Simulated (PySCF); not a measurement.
Problem. Give a PBE0-D3(BJ)/def2-SVP geometry of `C1C=C[SiH2]C=1[O][GeH3]`.

Solution. 
```xyz
15
C4H8GeOSi angstrom
Ge     2.3943   -1.1500    0.6237
O      1.2327    0.1957    0.3324
C     -0.0519   -0.0055   -0.0020
C     -0.9095    1.0169   -0.2472
C     -2.2824    0.6351   -0.5998
C     -2.6087   -0.6785   -0.6573
Si    -1.0626   -1.6136   -0.2343
H      2.5045   -1.9753   -0.6698
H      3.6959   -0.4286    0.9777
H      1.8527   -2.0054    1.7821
H     -0.6012    2.0645   -0.1876
H     -3.0100    1.4284   -0.8088
H     -3.6091   -1.0282   -0.9148
H     -0.5050   -2.4772   -1.3218
H     -1.1159   -2.4344    1.0156
```

Orientation and origin are arbitrary. Atoms count from 1 in this order. The 2 C–Si bonds span 1.856 Å (C6–Si7, drawn single) to 1.914 Å (C3–Si7, drawn single), a spread of 0.058 Å. Ge1 (germanium bonded to O and 3 H) is distorted tetrahedral (angles from 103.5° to 112.8°). The C–C distances run from 1.355 Å (C5=C6, drawn double) to 1.468 Å (C4–C5, drawn single), a spread of 0.113 Å. Si7 (SiH2 silicon) has angles from 92.5° to 115.9°.

Bonds between heavy atoms (Å): Ge1–O2 1.801, O2–C3 1.342, C3=C4 1.357, C4–C5 1.468, C5=C6 1.355, C6–Si7 1.856, C3–Si7 1.914.

Level of theory: PySCF 2.14.0, PBE0-D3(BJ)/def2-SVP geometry optimisation, gas phase.

Point group: near Cs, missed by 0.09 Å at most; the miss may be what the optimiser left on a soft mode. Whether it is a minimum is left open (no frequencies). The numbers are those of one conformer (Ge1–O2–C3–C4 -179°).

Hardware: Arm Neoverse V1, one thread, shared host with 64 logical CPUs at a one-minute load of 56. Cost: 1.8 min, 0.70 GiB resident at most. That covers the optimisation of the geometry.
